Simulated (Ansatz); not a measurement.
Computed with Ansatz.

GaH₅O₂Si (`[OH][GaH][O][SiH3]`) at its PBE0-D4/def2-TZVP geometry, where that method's forces vanish. The species carries charge 0 and has multiplicity 1.

```csv
atom,x (Å),y (Å),z (Å)
O1,1.085,2.000,-0.555
Ga2,0.375,1.377,0.950
O3,-0.354,-0.248,0.852
Si4,-0.572,-1.398,-0.280
H5,1.010,1.395,-1.298
H6,0.374,2.167,2.271
H7,-0.023,-0.960,-1.600
H8,0.125,-2.650,0.115
H9,-2.021,-1.682,-0.454
```

Task: For each bond, give half the difference of the two atoms' forces along it (eV/Å; positive pushes the atoms apart) under PBE-D4, r2SCAN-D4, B3LYP-D4, ωB97M-V in def2-TZVPP. (An estimate is asked.)

Result: The calculation gave: 
```
  bond  length (Å)  PBE-D4  r2SCAN-D4  B3LYP-D4  ωB97M-V
O1–Ga2       1.777    0.27       0.05      0.23     0.10
 O1–H5       0.961    0.40       0.05     -0.03    -0.07
Ga2–O3       1.784    0.13       0.02      0.14     0.08
Ga2–H6       1.539   -0.16      -0.15     -0.20    -0.21
O3–Si4       1.629    0.31       0.07      0.10     0.13
Si4–H7       1.495    0.00      -0.04     -0.08    -0.11
Si4–H8       1.487    0.03      -0.03     -0.10    -0.14
Si4–H9       1.486    0.03      -0.02     -0.10    -0.14
```

B3LYP here is the variant with VWN-RPA as its local correlation; programs differ in this.
